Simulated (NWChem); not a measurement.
System: CH$_{5}$FSi; SMILES C[SiH2]F

The following NWChem deck was run.

```
start job
memory heap 200 mb stack 900 mb global 1100 mb
geometry units angstroms noautoz
  Si     0.459657     0.149547    -0.000088
  C     -0.467734    -1.476851    -0.000614
  F     -0.589504     1.384270    -0.000047
  H      1.312198     0.269648     1.213074
  H      1.312670     0.270112    -1.212877
  H     -1.104875    -1.575247    -0.886500
  H      0.240662    -2.314922    -0.002012
  H     -1.103325    -1.576808     0.886202
end
basis spherical
  * library 6-31g*
end
dft
  xc xwpbe 1.00 cpbe96 1.0 hfexch 1.00
  cam 0.05 cam_alpha 0.0 cam_beta 1.0
  iterations 150
  vectors input atomic output neutral.movecs
end
task dft energy
charge 1
dft
  odft
  mult 2
  vectors input atomic output cation.movecs
end
task dft energy
```

Parts of the log:

```
             Northwest Computational Chemistry Package (NWChem) 7.3.0
             --------------------------------------------------------

 CS  symmetry detected

                             Geometry "geometry" -> ""
                             -------------------------

 Output coordinates in angstroms (scale by  1.889725989 to convert to a.u.)

  No.       Tag          Charge          X              Y              Z
 ---- ---------------- ---------- -------------- -------------- --------------
    1 Si                  14.0000     0.49251507     0.11543890     0.00000000
    2 C                    6.0000    -0.47317508    -1.48851476     0.00000000
    3 F                    9.0000    -0.52707735     1.37468907     0.00000000
    4 H                    1.0000     1.34790532     0.21551986     1.21297554
    5 H                    1.0000     1.34790532     0.21551986    -1.21297554
    6 H                    1.0000    -1.11171344    -1.57257586    -0.88635097
    7 H                    1.0000     0.21515193    -2.34314562     0.00000000
    8 H                    1.0000    -1.11171344    -1.57257586     0.88635097

 Effective nuclear repulsion energy (a.u.)     114.9280409827

      Symmetry information
      --------------------

 Group name             Cs
 Group number              2
 Group order               2
 No. of unique centers     6

  pbe96 is a nonlocal functional; adding pw91lda local functional.

                                 NWChem DFT Module
                                 -----------------

 Summary of "ao basis" -> "ao basis" (spherical)
 ------------------------------------------------------------------------------
       Tag                 Description            Shells   Functions and Types
 ---------------- ------------------------------  ------  ---------------------
 Si                          6-31g*                  8       18   4s3p1d
 C                           6-31g*                  6       14   3s2p1d
 F                           6-31g*                  6       14   3s2p1d
 H                           6-31g*                  2        2   2s

      Symmetry analysis of basis
      --------------------------

        a'         39
        a"         17

            General Information
            -------------------
          SCF calculation type: DFT
          Wavefunction type:  closed shell.
          No. of atoms     :     8
          No. of electrons :    34
           Alpha electrons :    17
            Beta electrons :    17
          Charge           :     0
          Spin multiplicity:     1
          Use of symmetry is: on ; symmetry adaption is: on
          Maximum number of iterations: 150
          AO basis - number of functions:    56
                     number of shells:    30
          Convergence on energy requested:  1.00D-06
          Convergence on density requested:  1.00D-05
          Convergence on gradient requested:  5.00D-04

              XC Information
              --------------
                     Hartree-Fock (Exact) Exchange  1.000
                     LC-wPBE(h)Exchange Functional  1.000
            Perdew 1991 LDA Correlation Functional  1.000 local
           PerdewBurkeErnz. Correlation Functional  1.000 non-local

           Range-Separation Parameters
           ---------------------------
           Alpha           :  0.00
           Beta            :  1.00
           Gamma           :  0.05
           Short-Range HF  :     F

             Grid Information
             ----------------
          Grid used for XC integration:  medium
          Radial quadrature: Mura-Knowles
          Angular quadrature: Lebedev.
          Tag              B.-S. Rad. Rad. Pts. Rad. Cut. Ang. Pts.
          ---              ---------- --------- --------- ---------
          Si                  1.10       88           8.0       590
          C                   0.70       49           8.0       434
          F                   0.50       49          10.0       434
          H                   0.35       45          10.0       434
          Grid pruning is: on
          Number of quadrature shells:   321
          Spatial weights used:  Erf1

      Superposition of Atomic Density Guess
      -------------------------------------

 Sum of atomic energies:        -428.34105639

      Non-variational initial energy
      ------------------------------

 Total energy =    -429.379479
 1-e energy   =    -820.837200
 2-e energy   =     276.529680
 HOMO         =      -0.384325
 LUMO         =       0.064397

      Symmetry analysis of molecular orbitals - initial
      -------------------------------------------------

  Numbering of irreducible representations:

     1 a'          2 a"

  Orbital symmetries:

     1 a'          2 a'          3 a'          4 a'          5 a'
     6 a'          7 a"          8 a'          9 a'         10 a'
    11 a"         12 a'         13 a'         14 a"         15 a'
    16 a"         17 a'         18 a'         19 a'         20 a"
    21 a'         22 a'         23 a"         24 a'         25 a'
    26 a"         27 a'

   convergence    iter        energy       DeltaE   RMS-Dens  Diis-err
 ---------------- ----- ----------------- --------- --------- ---------
 d= 0,ls=0.0,diis     1   -430.1160281291 -5.45D+02  2.09D-02  5.04D-01
 d= 0,ls=0.0,diis     2   -430.0613537570  5.47D-02  1.16D-02  1.30D+00
 d= 0,ls=0.0,diis     3   -430.1696336815 -1.08D-01  1.67D-03  1.93D-02
 d= 0,ls=0.0,diis     4   -430.1709315784 -1.30D-03  6.66D-04  2.32D-03
 d= 0,ls=0.0,diis     5   -430.1712176157 -2.86D-04  1.64D-04  1.83D-04
  Resetting Diis
 d= 0,ls=0.0,diis     6   -430.1712413995 -2.38D-05  3.57D-05  3.99D-06
 d= 0,ls=0.0,diis     7   -430.1712419820 -5.83D-07  9.13D-06  1.18D-07

         Total DFT energy =     -430.171241981976
      One electron energy =     -823.592241522958
           Coulomb energy =      316.903184124021
    Exchange-Corr. energy =      -38.410225565746
 Nuclear repulsion energy =      114.928040982707

 Numeric. integr. density =       33.999996042595

                  Occupations of the irreducible representations
                  ----------------------------------------------

                     irrep           alpha         beta
                     --------     --------     --------
                     a'               13.0         13.0
                     a"                4.0          4.0

                       DFT Final Molecular Orbital Analysis
                       ------------------------------------

 Vector   15  Occ=2.000000D+00  E=-3.774118D-01  Symmetry=a'
              MO Center= -3.2D-01, -1.0D-01, -2.8D-12, r^2= 3.3D+00
   Bfn.  Coefficient  Atom+Function         Bfn.  Coefficient  Atom+Function
  ----- ------------  ---------------      ----- ------------  ---------------
    36      0.350764  3 F  py                21     -0.297987  2 C  px
    35      0.263306  3 F  px                40      0.236821  3 F  py
    39      0.185646  3 F  px                53     -0.165078  7 H  s
     7      0.148219  1 Si px                54     -0.138050  7 H  s
    25     -0.121373  2 C  px                51      0.113154  6 H  s

 Vector   16  Occ=2.000000D+00  E=-3.099633D-01  Symmetry=a"
              MO Center=  7.2D-01,  3.6D-01, -8.6D-14, r^2= 2.7D+00
   Bfn.  Coefficient  Atom+Function         Bfn.  Coefficient  Atom+Function
  ----- ------------  ---------------      ----- ------------  ---------------
    37     -0.330578  3 F  pz                48      0.315614  4 H  s
    50     -0.315614  5 H  s                  9      0.305829  1 Si pz
    41     -0.245733  3 F  pz                47      0.224055  4 H  s
    49     -0.224055  5 H  s                  5     -0.126925  1 Si pz
    17     -0.096407  1 Si d  1              23     -0.095031  2 C  pz

 Vector   17  Occ=2.000000D+00  E=-3.048324D-01  Symmetry=a'
              MO Center=  4.6D-03, -4.0D-01,  8.9D-14, r^2= 2.8D+00
   Bfn.  Coefficient  Atom+Function         Bfn.  Coefficient  Atom+Function
  ----- ------------  ---------------      ----- ------------  ---------------
    22      0.331964  2 C  py                 7     -0.233854  1 Si px
    35      0.227858  3 F  px                 8     -0.213535  1 Si py
    36      0.206899  3 F  py                26      0.200389  2 C  py
    21      0.191653  2 C  px                39      0.171945  3 F  px
    24      0.155102  2 C  s                 40      0.154411  3 F  py

 Vector   18  Occ=0.000000D+00  E= 3.007999D-02  Symmetry=a'
              MO Center=  5.8D-01,  1.4D-01,  1.2D-14, r^2= 3.8D+00
   Bfn.  Coefficient  Atom+Function         Bfn.  Coefficient  Atom+Function
  ----- ------------  ---------------      ----- ------------  ---------------
    12      0.847989  1 Si py                11     -0.506469  1 Si px
    38     -0.477366  3 F  s                  8      0.327642  1 Si py
    24      0.276979  2 C  s                 54      0.254152  7 H  s
     7     -0.233780  1 Si px                48      0.169547  4 H  s
    50      0.169547  5 H  s                  6      0.144213  1 Si s

 Vector   19  Occ=0.000000D+00  E= 7.033687D-02  Symmetry=a'
              MO Center= -5.0D-02, -3.6D-01,  5.4D-14, r^2= 5.0D+00
   Bfn.  Coefficient  Atom+Function         Bfn.  Coefficient  Atom+Function
  ----- ------------  ---------------      ----- ------------  ---------------
    24      1.618370  2 C  s                 11      0.870095  1 Si px
    12      0.663141  1 Si py                10     -0.596775  1 Si s
    52     -0.397155  6 H  s                 56     -0.397155  8 H  s
    54     -0.326292  7 H  s                 26      0.232118  2 C  py
     7      0.226732  1 Si px                48     -0.192474  4 H  s

[...]
```

Level: LC-wPBE (HJS exchange hole, range parameter 0.05 per bohr)/6-31G* (spherical d), vertical spin-unrestricted ions. The geometry was optimised at B3LYP/6-31G* (spherical d).
